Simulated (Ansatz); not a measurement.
`[NH2][GaH][O][SiH3]` + H₂ → `[NH2][GaH2]` + silanol  (hydrogenolysis of a Ga–O bond)

Isolated molecules relaxed with PBE0-D4/def2-TZVP in Ansatz; ΔE leaves out vibrations. CBS: MP2 limit from def2 TZ/QZ plus the TZ coupled-cluster correction, frozen cores. This one scheme is used for every species. DFT in def2-TZVPP. B3LYP here is the variant with VWN-RPA as its local correlation; programs differ in this. HSE06 is defined as in plane-wave codes. For Ga outer-core shells are correlated without core-valence functions, which leaves a few kJ/mol of doubt a bond. Scalar relativity is left out up to krypton. Each species was taken in one conformer, which may not be the lowest.

| level | ΔE (kcal/mol) | difference from CCSD(T)/CBS |
| --- | --- | --- |
| LDA (SPW92) | 11.3 | -3.7 |
| PBE-D4 | 12.6 | -2.4 |
| revPBE-D4 | 13.5 | -1.5 |
| BLYP-D4 | 14.7 | -0.3 |
| r2SCAN-D4 | 14.7 | -0.3 |
| B97M-V | 12.0 | -3.0 |
| PBE0-D4 | 12.7 | -2.3 |
| B3LYP-D4 | 14.4 | -0.6 |
| r2SCAN0-D4 | 14.2 | -0.8 |
| HSE06-D4 | 12.7 | -2.3 |
| BHLYP-D4 | 15.0 | 0.0 |
| CAM-B3LYP-D4 | 14.0 | -1.0 |
| ωB97X-V | 13.9 | -1.1 |
| ωB97M-V | 13.3 | -1.7 |
| B2PLYP | 14.2 | -0.8 |
| PBE-QIDH | 14.0 | -1.0 |
| PBE | 11.2 | -3.8 |
| BLYP | 11.9 | -3.1 |
| r2SCAN | 14.3 | -0.7 |
| PBE0 | 11.4 | -3.6 |
| r2SCANh | 14.0 | -1.0 |
| r2SCAN0 | 13.7 | -1.3 |
| HSE06 | 11.4 | -3.6 |
| BHLYP | 12.7 | -2.3 |
| CAM-B3LYP | 12.6 | -2.4 |
| RPA@PBE/def2-TZVPP | 14.6 | -0.4 |
| HF/def2-SVP | 13.0 | -2.0 |
| MP2/def2-SVP | 17.4 | 2.4 |
| CCSD/def2-SVP | 15.0 | 0.0 |
| CCSD(T)/def2-SVP | 15.6 | 0.6 |
| HF/def2-TZVPP | 12.8 | -2.2 |
| MP2/def2-TZVPP | 16.8 | 1.8 |
| SCS-MP2/def2-TZVPP | 16.2 | 1.2 |
| CCSD(T)/def2-TZVPP | 15.1 | 0.1 |
| HF/def2-QZVPP | 13.0 | -2.0 |
| MP2/def2-QZVPP | 16.8 | 1.8 |
| SCS-MP2/def2-QZVPP | 16.2 | 1.2 |
| HF/CBS(def2) | 13.0 | -2.0 |
| MP2/CBS(def2) | 16.6 | 1.6 |
| CCSD/CBS(def2) | 14.3 | -0.7 |
| CCSD(T)/CBS | 15.0 | 0 |

Largest T1 diagnostic among the species: 0.014.

In def2-TZVPP, CCSD(T) changes the Hartree–Fock value by +2.3 kcal/mol (the triples alone add +0.7 kcal/mol) and MP2 by +4.0 kcal/mol. The D4 term adds +2.3 kcal/mol with B3LYP and +1.3 kcal/mol with PBE0; it sums over pairs of atoms, weighted by their polarisabilities, and B3LYP, whose exchange is more repulsive, gets the larger term.
